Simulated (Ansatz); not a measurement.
Consider the redistribution: `C=C[SiH2]N[SiH3]` + `[CH3][AlH][CH2][GeH3]` → `C=C[SiH2][GeH3]` + `[CH3][AlH][CH2]N[SiH3]`.

Isolated molecules relaxed with PBE0-D4/def2-TZVP in Ansatz; ΔE leaves out vibrations. CCSD(T)/CBS is the MP2 limit (def2-TZVPP, def2-QZVPP) plus CCSD(T) − MP2 in def2-TZVPP, frozen cores. Functionals use def2-TZVPP. For Ge outer-core shells are correlated without core-valence functions, which leaves a few kJ/mol of doubt a bond. Scalar relativity is left out up to krypton. Each species was taken in one conformer, which may not be the lowest.

`C=C[SiH2]N[SiH3]`:

Z-matrix (Å, degrees):
```
Si
C 1 1.858
N 1 1.727 2 111.8
H 1 1.491 2 106.0 3 122.7
H 1 1.486 2 111.5 3 -118.2
C 2 1.331 1 122.3 3 -120.4
H 2 1.089 1 119.4 3 59.3
Si 3 1.725 1 129.5 2 -126.2
H 3 1.011 1 115.0 2 55.1
H 6 1.087 2 121.4 1 -0.1
H 6 1.087 2 122.5 1 -179.9
H 8 1.490 3 111.4 1 124.1
H 8 1.490 3 112.3 1 -115.9
H 8 1.483 3 107.6 1 4.2
```

`[CH3][AlH][CH2][GeH3]`:

Z-matrix (Å, degrees):
```
C
Al 1 1.951
H 1 1.095 2 111.3
H 1 1.093 2 113.2 3 122.0
H 1 1.096 2 110.3 3 -117.5
C 2 1.949 1 121.0 3 -128.8
H 2 1.592 1 120.1 3 53.5
Ge 6 1.957 2 112.6 1 -80.1
H 6 1.095 2 111.0 1 38.8
H 6 1.094 2 111.5 1 159.4
H 8 1.540 6 111.9 2 -177.5
H 8 1.543 6 110.4 2 -57.0
H 8 1.542 6 110.1 2 61.8
```

`C=C[SiH2][GeH3]`:

Z-matrix (Å, degrees):
```
Si
C 1 1.860
Ge 1 2.382 2 110.6
H 1 1.489 2 108.9 3 -120.5
H 1 1.490 2 110.6 3 119.8
C 2 1.330 1 123.3 3 113.9
H 2 1.089 1 118.5 3 -64.6
H 3 1.540 1 110.5 2 57.2
H 3 1.539 1 110.7 2 -62.4
H 3 1.539 1 111.3 2 177.2
H 6 1.086 2 122.1 1 -178.7
H 6 1.086 2 121.7 1 1.4
```

`[CH3][AlH][CH2]N[SiH3]`:

```xyz
15

C     1.399   -0.688   -1.766
Al    0.554   -1.122   -0.055
C     0.573    0.286    1.371
N    -0.435    1.283    0.985
Si   -1.851    0.674    0.278
H     1.354    0.383   -1.985
H     0.946   -1.226   -2.603
H     2.458   -0.970   -1.746
H     0.172   -2.626    0.314
H     0.411   -0.105    2.383
H     1.566    0.754    1.367
H    -0.420    2.158    1.486
H    -2.867    0.021    1.151
H    -2.537    1.653   -0.603
H    -1.322   -0.472   -0.578
```

```
             level  ΔE (kJ/mol)
            PBE-D4        101.9
         r2SCAN-D4        120.2
           ωB97X-V        123.3
              PBE0        113.5
    MP2/def2-TZVPP        142.0
SCS-MP2/def2-TZVPP        141.9
     HF/def2-QZVPP        154.7
    CCSD/CBS(def2)        135.5
```

**Question.** What does CCSD(T)/CBS give? (Best estimate.)

**Answer.** The calculation gave: +132.5 kJ/mol. The listed levels differ from it by -30.6, -12.3, -9.2, -19.0, 9.5, 9.4, 22.2, 3.0 kJ/mol.

Largest T1 diagnostic among the species: 0.012.

In def2-TZVPP, CCSD(T) changes the Hartree–Fock value by −21.5 kJ/mol (the triples alone add −3.0 kJ/mol) and MP2 by −11.8 kJ/mol. The D4 term adds −3.9 kJ/mol with B3LYP and −2.1 kJ/mol with PBE0; it sums over pairs of atoms, weighted by their polarisabilities, and B3LYP, whose exchange is more repulsive, gets the larger term.

CCSD(T)/CBS has its own doubt, a few kJ/mol and more with outer-core shells, so smaller differences from it don't rank the levels.

B3LYP here is the variant with VWN-RPA as its local correlation; programs differ in this.
